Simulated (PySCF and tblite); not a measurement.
The numbers below are computed, except where a source is named.
System: C₃H₂F₂N₂, numbered as in [F:1][c:2]1[cH:3][c:4]([F:5])[nH:6][n:7]1.

For the shift of H on N6 from N6 to N7: electronic barrier 49.72 kcal/mol, zero-point change -4.00 kcal/mol, thermal and entropy terms at 200 K a further 0.00 kcal/mol (symmetry numbers apart). The minimum is Cs, the saddle Cs. The path came from a restrained scan, a climbing-image band and a saddle search at GFN2-xTB; energies are PBE0/pcSseg-1 + D3(BJ), IEF-PCM benzene//PBE0-D3(BJ)/def2-SVP, thermal terms GFN2-xTB. Rates follow Eyring's equation with the number of equivalent paths and no tunnelling. Run with tblite and PySCF.

Q: How many equivalent paths lead out of the minimum?

A: 2: the symmetry number of the minimum is 1, that of the saddle displaced along its mode 1, and the displaced saddle is chiral while the minimum is not, which doubles the count.

Q: Work out the rate at 200 K.

A: ΔG‡ = 45.72 kcal/mol; k_B T/h = 4.2×10¹² s⁻¹; exp(−ΔG‡/RT) = 1.1×10⁻⁵⁰; times 2 gives k = 9.3×10⁻³⁸ s⁻¹.

Tunnelling of the moving H, left out here, will speed the real process. In real samples such hydrogens mostly exchange between molecules or through solvent, far faster than by this path.
